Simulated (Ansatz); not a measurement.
`[OH][MgH]` + `CO[CH2][AlH][CH3]` → `C[O][Mg][OH]` + `[CH3][AlH][CH3]`  (redistribution)

Isolated molecules relaxed with PBE0-D4/def2-TZVP in Ansatz; ΔE leaves out vibrations. CCSD(T)/CBS is the MP2 limit (def2-TZVPP, def2-QZVPP) plus CCSD(T) − MP2 in def2-TZVPP, frozen cores. Functionals use def2-TZVPP. For Mg outer-core shells are correlated without core-valence functions, which leaves a few kJ/mol of doubt a bond. Each species was taken in one conformer, which may not be the lowest.

`[OH][MgH]`:

```xyz
4

O    -0.375   -0.153    0.986
Mg    0.244    0.100   -0.642
H    -0.709   -0.290    1.861
H     0.839    0.344   -2.206
```

`CO[CH2][AlH][CH3]`:

Cartesian coordinates in Å:
```
C 0.493 -1.491 -1.125
O 1.436 -0.682 -0.494
C 1.124 -0.479 0.877
Al -0.401 0.756 1.197
C -1.240 1.733 -0.269
H 0.770 -1.578 -2.176
H -0.522 -1.061 -1.066
H 0.458 -2.498 -0.681
H 2.017 -0.026 1.329
H 1.010 -1.448 1.393
H -0.871 0.978 2.705
H -1.366 2.793 -0.025
H -0.665 1.660 -1.195
H -2.244 1.342 -0.470
```

`C[O][Mg][OH]`:

Cartesian coordinates in Å:
```
C 1.466 -0.104 0.941
O 0.314 -0.012 0.195
Mg -1.153 0.116 -0.763
O -2.600 0.315 -1.755
H 2.137 0.748 0.762
H 2.033 -1.016 0.706
H 1.253 -0.125 2.020
H -3.448 0.078 -2.105
```

`[CH3][AlH][CH3]`:

Cartesian coordinates in Å:
```
C 1.135 -0.921 0.920
Al -0.395 -0.560 -0.241
C -0.861 1.264 -0.765
H 2.050 -0.475 0.516
H 1.319 -1.986 1.076
H 0.984 -0.463 1.905
H -1.301 -1.760 -0.771
H -0.156 2.015 -0.400
H -0.920 1.358 -1.854
H -1.855 1.529 -0.386
```

```csv
species,BLYP energy (Eh)
`[OH][MgH]`,-276.55738
`CO[CH2][AlH][CH3]`,-437.35934
`C[O][Mg][OH]`,-391.15673
`[CH3][AlH][CH3]`,-322.84114
```

Work out ΔE.

ΔE = (-391.15673) + (-322.84114) − (-276.55738) − (-437.35934) = -0.08115 Eh = -2.21 eV. CCSD(T)/CBS gives -2.28 eV.

Largest T1 diagnostic among the species: 0.011.

The D4 term adds +0.09 eV with B3LYP and +0.05 eV with PBE0; it sums over pairs of atoms, weighted by their polarisabilities, and B3LYP, whose exchange is more repulsive, gets the larger term. Leaving LDA and LC-ωPBE aside and taking each functional with its dispersion term where it has one, the values, not all of them listed here, spread over 0.29 eV, from B2PLYP to B97M-V. LDA lies +0.15 eV from PBE without D4. From PBE to PBE0 (25 % exact exchange), in def2-TZVPP and without D4, ΔE moves by −0.06 eV.

B3LYP here is the variant with VWN-RPA as its local correlation; programs differ in this.
